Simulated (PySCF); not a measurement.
Si(H)2(Me)(PH2) (CH7PSi), SMILES C[SiH2]P.

Geometry optimised at PBE-D3(BJ)/def2-SVP. Other conformers were not sampled.

Calculation: PBE-D3(BJ)/def2-SVP in PySCF.

Frequencies are harmonic and unscaled.

| mode | ν (cm⁻¹) | IR (km/mol) | Raman (Å⁴/amu) | depolarisation | moving atoms (share of kinetic energy) |
|---|---|---|---|---|---|
| 1 | 139 | 2.4 | 0.6 | 0.75 | H 95 % |
| 2 | 165 | 1.8 | 4.5 | 0.60 | C 31 %, H 30 %, Si 21 %, P 17 % |
| 3 | 168 | 1.0 | 0.1 | 0.75 | H 90 % |
| 4 | 394 | 14.2 | 0.2 | 0.75 | H 91 %, Si 8 % |
| 5 | 422 | 3.6 | 18.3 | 0.18 | P 49 %, Si 41 % |
| 6 | 555 | 1.9 | 2.8 | 0.75 | H 99 % |
| 7 | 576 | 26.1 | 0.8 | 0.45 | H 93 % |
| 8 | 671 | 13.3 | 15.3 | 0.44 | C 44 %, H 35 %, Si 21 % |
| 9 | 745 | 11.9 | 6.5 | 0.62 | H 69 %, Si 14 %, C 13 % |
| 10 | 767 | 1.3 | 22.4 | 0.75 | H 90 % |
| 11 | 857 | 210.0 | 5.5 | 0.73 | H 80 %, Si 10 %, C 9 % |
| 12 | 859 | 25.5 | 10.2 | 0.75 | H 80 %, C 16 % |
| 13 | 897 | 58.2 | 24.8 | 0.75 | H 96 % |
| 14 | 1048 | 17.9 | 28.1 | 0.75 | H 97 % |
| 15 | 1212 | 11.7 | 0.7 | 0.66 | H 80 %, C 20 % |
| 16 | 1382 | 7.3 | 13.7 | 0.75 | H 96 % |
| 17 | 1383 | 1.4 | 11.5 | 0.73 | H 96 % |
| 18 | 2150 | 90.8 | 191.9 | 0.08 | H 98 % |
| 19 | 2157 | 101.4 | 115.0 | 0.75 | H 96 % |
| 20 | 2303 | 38.6 | 147.4 | 0.09 | H 97 % |
| 21 | 2321 | 55.0 | 94.3 | 0.75 | H 97 % |
| 22 | 2975 | 3.1 | 159.1 | 0.02 | H 97 % |
| 23 | 3076 | 2.5 | 120.4 | 0.71 | H 91 %, C 9 % |
| 24 | 3082 | 2.1 | 62.3 | 0.75 | H 91 %, C 9 % |
